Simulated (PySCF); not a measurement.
## Dipole moment and polarisability across levels of theory

Compound: C2H8GeSi.
SMILES: `C=[CH][GeH2][SiH3]`

PySCF, dipoles from the SCF density, polarisabilities from static response with core orbitals frozen. One conformer (not necessarily the lowest) at the PBE0-D3(BJ)/def2-SVP geometry, without solvent, vibrations or thermal averaging. The LDA/def2-SVPD calculation is non-relativistic and has no spin–orbit coupling, an omission that weighs most on germanium.

The anisotropy is √(½[(α1 − α2)² + (α2 − α3)² + (α3 − α1)²]).

```json
{"level": "LDA/def2-SVPD", "μ (D)": "0.560", "α (Å³)": "13.78", "anisotropy (Å³)": "4.30"}
{"level": "PBE/def2-SVPD", "μ (D)": "0.606", "α (Å³)": "13.46", "anisotropy (Å³)": "4.21"}
{"level": "B3LYP/def2-SVPD", "μ (D)": "0.588", "α (Å³)": "13.13", "anisotropy (Å³)": "3.98"}
{"level": "PBE0/def2-SVPD", "μ (D)": "0.594", "α (Å³)": "13.03", "anisotropy (Å³)": "3.93"}
{"level": "BHandHLYP/def2-SVPD", "μ (D)": "0.576", "α (Å³)": "12.71", "anisotropy (Å³)": "3.74"}
{"level": "CAM-B3LYP/def2-SVPD", "μ (D)": "0.559", "α (Å³)": "12.93", "anisotropy (Å³)": "3.81"}
{"level": "wB97X-D/def2-SVPD", "μ (D)": "0.586", "α (Å³)": "12.94", "anisotropy (Å³)": "3.75"}
{"level": "LC-wPBE/def2-SVPD", "μ (D)": "0.561", "α (Å³)": "12.60", "anisotropy (Å³)": "3.63"}
{"level": "HF/def2-SVPD", "μ (D)": "0.630", "α (Å³)": "12.31", "anisotropy (Å³)": "3.48"}
{"level": "PBE0/6-31G*", "μ (D)": "0.686", "α (Å³)": "10.77", "anisotropy (Å³)": "4.41"}
{"level": "PBE0/def2-SVP", "μ (D)": "0.652", "α (Å³)": "11.52", "anisotropy (Å³)": "4.09"}
{"level": "PBE0/aug-cc-pVDZ", "μ (D)": "0.585", "α (Å³)": "13.30", "anisotropy (Å³)": "3.92"}
{"level": "PBE0/def2-TZVP", "μ (D)": "0.613", "α (Å³)": "12.63", "anisotropy (Å³)": "4.07"}
{"level": "PBE0/def2-TZVPD", "μ (D)": "0.595", "α (Å³)": "13.22", "anisotropy (Å³)": "3.97"}
```

The dipole runs from 0.56 D (CAM-B3LYP/def2-SVPD) to 0.69 D (PBE0/6-31G*). No reference polarisability is at hand; against PBE0 in the largest diffuse basis at hand (def2-TZVPD) the other PBE0 rows deviate by 6-31G* -19%, def2-SVP -13%, def2-SVPD -1%, aug-cc-pVDZ +1%, def2-TZVP -4%. In one basis (def2-SVPD) the functionals order the polarisability from HF (lowest) to LDA (highest), a spread of 12%. With PBE0 the polarisability is 11.64 Å³ without diffuse functions (mean of 6-31G*, def2-SVP and def2-TZVP) and 13.18 Å³ with them (mean of def2-SVPD, aug-cc-pVDZ and def2-TZVPD).
